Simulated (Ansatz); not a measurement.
CH$_{5}$AlOS$_{2}$. Total charge 0; spin multiplicity 1. The bonds changed during the relaxation, so this is another structure than the one it started from.

| atom | x (Å) | y (Å) | z (Å) |
| --- | --- | --- | --- |
| O1 | 0.314 | -1.411 | -0.912 |
| C2 | -0.041 | -0.486 | 0.023 |
| Al3 | -0.439 | 1.409 | -0.399 |
| S4 | 1.509 | 0.469 | 0.759 |
| S5 | -0.741 | -1.166 | 1.540 |
| H6 | 0.611 | -2.220 | -0.472 |
| H7 | -1.429 | 2.166 | 0.572 |
| H8 | 0.071 | 1.940 | -1.801 |
| H9 | 2.159 | 0.494 | -0.420 |
| H10 | -2.015 | -1.195 | 1.110 |

Q: List the harmonic frequencies (cm⁻¹, unscaled) at PBE0-D4/def2-TZVP in Ansatz. (Best estimate.)

A: Computed: 139, 191, 219, 274, 288, 329, 348, 435, 476, 495, 520, 555, 590, 740, 767, 872, 948, 1152, 1344, 1927, 1947, 2688, 2691, 3737.

Q: Is this a minimum?

A: Yes, all 24 modes are real.

Q: Give the ideal-gas thermochemistry at 298.15 K and 1 bar (rigid rotor, harmonic oscillator; point group C1, symmetry number 1).

A: Zero-point energy 141.6 kJ/mol; H(298) − E = 164.7 kJ/mol; entropy 357.5 J/(mol·K), of which translation 169.0, rotation 116.6, vibration 71.9; G(298) − E = 58.2 kJ/mol.

Q: And at 400, 500, 600, 800 and 1000 K?

A: 
```tsv
T (K)	H − E (kJ/mol)	S (J/mol/K)	G − E (kJ/mol)
400	178.7	397.7	19.7
500	194.1	431.9	-21.9
600	210.7	462.1	-66.6
800	246.4	513.4	-164.3
1000	284.7	556.1	-271.4
```
